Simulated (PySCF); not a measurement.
# Substituent effects on chemical shifts

Parent skeleton `[CH3:1][CH2:2][CH2:3][C:4]#[O+:5]`; one hydrogen on atom 3 is replaced by X. Hydrogens on one atom are averaged.

Theory: structure optimised with GFN2-xTB, PBE0/pcSseg-1 with gauge-including orbitals, in PySCF 2.14 (gas phase, single conformer, non-relativistic, one averaged value for each set of equivalent atoms).

Shifts are taken against calculated references (same method and geometry level): TMS for 13C (σref 186.93) and 1H (σref 31.72); H2O for 17O (σref 336.08).

Task: Give δ (ppm) for X = C2H5, C(S)CH3, cPent.

Result: 
| X | SMILES | C1 | C2 | C3 | C4 | O5 | H(C1) | H(C2) | H(C3) |
| --- | --- | --- | --- | --- | --- | --- | --- | --- | --- |
| C2H5 | CCC(C#[O+])CC | 17.0 | 39.0 | 31.8 | 167.3 | 350.5 | 1.69 | 2.86 | 3.46 |
| C(S)CH3 | CC[C@H](C#[O+])C(C)=S | 16.6 | 44.1 | 37.7 | 163.3 | 364.4 | 1.53 | 3.32 | 4.85 |
| cPent | CC[C@@H](C#[O+])C1CCCC1 | 17.4 | 36.9 | 34.1 | 167.6 | 353.2 | 1.63 | 2.79 | 3.08 |

Task: Which position responds most, and to which substituents?

Result: H(C3): from 3.08 ppm with cPent to 4.85 ppm with C(S)CH3.

Unscaled 17O shifts of doubly bonded oxygen tend to come out too high, by tens of ppm or more. Experimental scales use liquid or dissolved standards, which lie at an offset from isolated H2O (liquid H2O: subtract about 36 ppm).
